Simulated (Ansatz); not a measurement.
Total energies of AuCl2 from Ansatz at PBE0-D4/def2-TZVP, gas phase (1 Eh = 27.2114 eV = 2625.5 kJ/mol). The reference geometry is relaxed at PBE0-D4/def2-TZVP.

```xyz
3

Au    0.000    0.000    0.000
Cl    0.470    2.133   -0.274
Cl   -0.470   -2.133    0.274
```

| state | geometry | energy (Eh) |
| --- | --- | --- |
| charge 0 doublet | reference | -1055.88917 |
| charge 1 triplet | reference | -1055.49720 |
| charge 0 quartet | relaxed at PBE0-D4/def2-TZVP | -1055.74622 |
| free Au atom (doublet) | – | -135.70229 |
| free Cl atom (doublet) | – | -459.99739 |

In the def2 sets Au takes a core potential; there is no spin–orbit coupling.

Q: Work out the vertical ionisation energy to the triplet.

A: E(charge 1 triplet) − E(charge 0 doublet) = -1055.49720 − (-1055.88917) = 0.39197 Eh = 10.67 eV. For comparison, −ε of the highest occupied level of the spin that leaves is 8.48 eV at this level, 2.19 eV less.

Q: Which of the charge 0 states is lowest, and how far above it are the others?

A: The doublet. quartet: -1055.74622 − (-1055.88917) = 0.14295 Eh = 375.3 kJ/mol.

Q: What is the binding energy per atom against free atoms?

A: Atoms: 1 × (-135.70229) + 2 × (-459.99739) = -1055.69707 Eh. Binding: -1055.69707 − (-1055.88917) = 0.19210 Eh = 5.23 eV, or 1.74 eV for each of 3 atoms (no zero-point energy, no counterpoise term).

The structure comes from a short search, and lower isomers may exist.
